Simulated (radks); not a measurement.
The numbers below are computed, except where a source is named.
Problem. La+, configuration [Kr] 4d10 5s2 5p5.75 5d2 6d0.25 (fractional occupations, a model configuration). Code: a radial shooting solver on a logarithmic mesh with Libxc functionals. Model: Dirac Kohn-Sham, LDA (Slater exchange, Perdew-Wang correlation), spin-unpolarised, spherical densities, finite nucleus; open shells fill j = l - 1/2 first; Fermi nuclear charge, rms radius 4.855 fm. Some entries of the table are withheld. Estimate them.

orbital,occ.,eigenvalue (eV),r(max) (bohr),<1/r> (bohr^-1)
1s1/2,2,-38680.97,0.01609,61.96
2s1/2,2,-6161.121,0.09118,14.58
2p1/2,2,-5813.951,0.06951,14.57
2p3/2,4,-5401.358,0.07468,13.24
3s1/2,2,-1321.798,0.2609,5.245
3p1/2,2,-1175.034,0.2474,5.162
3p3/2,4,-1094.666,0.2587,4.832
3d3/2,4,-836.4564,0.2081,4.698
3d5/2,6,-819.2425,0.2113,4.614
4s1/2,2,-271.0708,0.6086,2.174
4p1/2,2,-217.0567,0.6189,2.071
4p3/2,4,-199.8269,0.6434,1.962
4d3/2,4,-111.0889,0.6674,(1)
4d5/2,6,-108.0993,0.6754,(2)
5s1/2,2,-44.5125,1.405,0.8575
5p1/2,2,-29.7530,1.538,0.7558
5p3/2,3.75,-27.1923,1.606,0.7166
5d3/2,2,-8.5941,2.195,0.4689
6s1/2,0,-8.4669,3.579,0.3142
5d5/2,0,-8.3845,2.231,0.4604
6p1/2,0,-5.6975,4.345,0.2525
6p3/2,0,-5.4193,4.546,0.2413
6d3/2,0.25,-2.6441,(3),(4)
6d5/2,0,-2.6221,(5),(6)

Solution. 
(1) 4d3/2 <1/r> (bohr^-1): 1.743
(2) 4d5/2 <1/r> (bohr^-1): 1.716
(3) 6d3/2 r(max) (bohr): 7.952
(4) 6d3/2 <1/r> (bohr^-1): 0.1458
(5) 6d5/2 r(max) (bohr): 8.034
(6) 6d5/2 <1/r> (bohr^-1): 0.1447
